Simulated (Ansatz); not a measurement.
Species, as SMILES: [B]=N (B-NH), doublet.
Atoms: B1, N2, H3. Bonds: B1-N2, N2-H3.

Basis-set convergence of the optimised N2-H3 bond length at MP2 with Ansatz (a program for electronic structure). The reference of a correlated method is not its basis-set limit, which lies further on. All functions are spherical. Cores are frozen. Open shells are unrestricted. No added dispersion term, no relativity. Reference: the value in aug-cc-pVQZ, 0.9908 Å, itself unsure by roughly 0.0005 Å (its mean distance from def2-QZVPP, cc-pVQZ). Deviations are taken from unrounded values.

```json
[
 {"basis": "cc-pVDZ", "functions": "33", "optimised N2-H3 bond length (Å)": "0.9999"},
 {"basis": "aug-cc-pVDZ", "functions": "55", "optimised N2-H3 bond length (Å)": "1.0008"},
 {"basis": "6-311G**", "functions": "42", "optimised N2-H3 bond length (Å)": "0.9941"},
 {"basis": "6-311+G**", "functions": "50", "optimised N2-H3 bond length (Å)": "0.9954"},
 {"basis": "cc-pVTZ", "functions": "74", "optimised N2-H3 bond length (Å)": "0.9907"},
 {"basis": "aug-cc-pVTZ", "functions": "115", "optimised N2-H3 bond length (Å)": "0.9919"},
 {"basis": "def2-TZVPP", "functions": "76", "optimised N2-H3 bond length (Å)": "0.9911"},
 {"basis": "def2-TZVPPD", "functions": "91", "optimised N2-H3 bond length (Å)": "0.9915"},
 {"basis": "cc-pVQZ", "functions": "140", "optimised N2-H3 bond length (Å)": "0.9903"},
 {"basis": "aug-cc-pVQZ", "functions": "206", "optimised N2-H3 bond length (Å)": "0.9908"}
]
```

What the diffuse functions change, pair by pair:
- cc-pVDZ to aug-cc-pVDZ: 22 more functions, deviation 0.0090 to 0.0099 Å
- 6-311G** to 6-311+G**: 8 more functions, deviation 0.0032 to 0.0046 Å
- cc-pVTZ to aug-cc-pVTZ: 41 more functions, deviation -0.0002 to 0.0011 Å
- def2-TZVPP to def2-TZVPPD: 15 more functions, deviation 0.0003 to 0.0007 Å
- cc-pVQZ to aug-cc-pVQZ: 66 more functions, deviation -0.0005 to 0.0000 Å

Leaving out the reference's own pair, they bring the value nearer the reference by more than 0.0005 Å in 0 of 4 pairs.
